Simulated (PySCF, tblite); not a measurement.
Compound: C4H5F3O2Si.
Z-matrix (Å and degrees, GFN2-xTB geometry), rows numbered from 1:
```
O 
C   1  1.1918
O   2  1.3139  1  124.83
Si  3  1.6686  2  121.15  1     0.27
C   4  1.9131  3   99.67  2   178.84
C   5  1.4774  4  110.05  3  -179.30
F   6  1.3500  5  115.45  4   -63.48
C   6  1.3265  5  126.43  4   114.25
F   8  1.3326  6  122.70  5     2.15
F   8  1.3269  6  126.52  5  -177.78
H   2  1.1028  1  124.08  3   179.93
H   4  1.4565  3  109.50  2   -63.55
H   4  1.4581  3  109.70  2    62.12
H   5  1.0913  4  109.22  3    61.35
H   5  1.0879  4  111.50  3   -57.93
```

Method used: PBE0/pcSseg-1 in PySCF (dipole) on a GFN2-xTB geometry, gas phase.

Masses are those of the commonest isotopes; rigid-rotor values at the optimised geometry. The values belong to one conformer with, in the numbering `[O:1]=[CH:2][O:3][SiH2:4][CH2:5][C:6]([F:7])=[C:8]([F:9])[F:10]`, O1–C2–O3–Si4 0°, C2–O3–Si4–C5 179°, O3–Si4–C5–C6 -179°, Si4–C5–C6–F7 -63°.

Question: Give the principal moments of inertia and the rotational constants in GHz.

Answer: Ia = 173.75, Ib = 1163.15, Ic = 1241.27 u·Å²; 505379 MHz·u·Å²/I gives 2909, 434.5 and 407.1 MHz, that is A = 2.9086, B = 0.4345, C = 0.4071 GHz.

Question: What kind of rotor is it?

Answer: A near-prolate asymmetric top: κ = (2 × 434.5 − 2909 − 407.1)/(2909 − 407.1) = -0.98.

Question: What does the inertial defect say?

Answer: Not planar: Δ = Ic − Ia − Ib = -95.63 u·Å². For a rigid frame Δ = −2 Σ m c², so Σ m c² = 47.82 u·Å² lies off the ab plane: 7.86 from hydrogen and 39.95 from heavier atoms. The atom farthest from that plane is 1.90 Å away.

Question: Give the other two planar moments, Paa and Pbb, and the rms extents of the mass along the axes.

Answer: Paa = Σ m a² = (Ib + Ic − Ia)/2 = 1115.33 and Pbb = Σ m b² = (Ia + Ic − Ib)/2 = 125.94 u·Å². With the mass M = 170.00 u, the rms extents √(P/M) along a, b and c are 2.56, 0.86, 0.53 Å.

Question: Give the coordinates in the principal-axis frame, origin at the centre of mass.

Answer: The sense of each axis is arbitrary; atoms in the order of the calculation.
```csv
atom,mass (u),a (Å),b (Å),c (Å)
O1,15.995,4.101,-0.123,0.851
C2,12.000,3.756,0.425,-0.150
O3,15.995,2.523,0.460,-0.600
Si4,27.977,1.280,-0.284,0.229
C5,12.000,-0.186,0.172,-0.913
C6,12.000,-1.444,-0.377,-0.366
F7,18.998,-1.508,-1.723,-0.298
C8,12.000,-2.474,0.321,0.093
F9,18.998,-2.507,1.654,0.075
F10,18.998,-3.587,-0.169,0.623
H11,1.008,4.439,0.972,-0.821
H12,1.008,1.514,-1.721,0.268
H13,1.008,1.132,0.327,1.544
H14,1.008,-0.017,-0.255,-1.903
H15,1.008,-0.284,1.250,-1.025
```

Question: Where do the levels up to J = 2 lie, in MHz?

Answer: Above 0(0,0):
J = 1: 1(0,1) 842, 1(1,1) 3316, 1(1,0) 3343
J = 2: 2(0,2) 2525, 2(1,2) 4972, 2(1,1) 5054, 2(2,1) 12476, 2(2,0) 12476
The levels of one J sum to (2J + 1)J(J + 1)(A + B + C)/3.

Question: Which types of transition are allowed, and where do some lines up to J = 3 fall?

Answer: The dipole components are |μa| = 0.40 D, |μb| = 1.22 D, |μc| = 1.93 D. Intensities carry the squares of the components, which stand as 0.04 : 0.40 : 1.00 (a : b : c). Some lines, for components of 0.1 D or more:

```csv
type,branch,"J(Ka,Kc)",MHz,lower level (cm⁻¹)
c,Q,"3(1,3) ← 3(0,3)",2407,0.168
c,Q,"1(1,1) ← 1(0,1)",2474,0.028
a,R,"3(2,2) ← 2(2,1)",2525,0.416
c,R,"1(1,0) ← 0(0,0)",3343,0.000
c,R,"3(1,2) ← 2(0,2)",5095,0.084
b,Q,"2(2,1) ← 2(1,2)",7504,0.166
c,R,"2(2,1) ← 1(1,1)",9160,0.111
c,R,"3(2,1) ← 2(1,1)",9948,0.169
b,R,"3(2,1) ← 2(1,2)",10030,0.166
b,Q,"3(3,0) ← 3(2,1)",12438,0.500
```

Its GFN2-xTB frequencies are all real (lowest 28 cm⁻¹). Zero-point vibration and centrifugal distortion are left out.
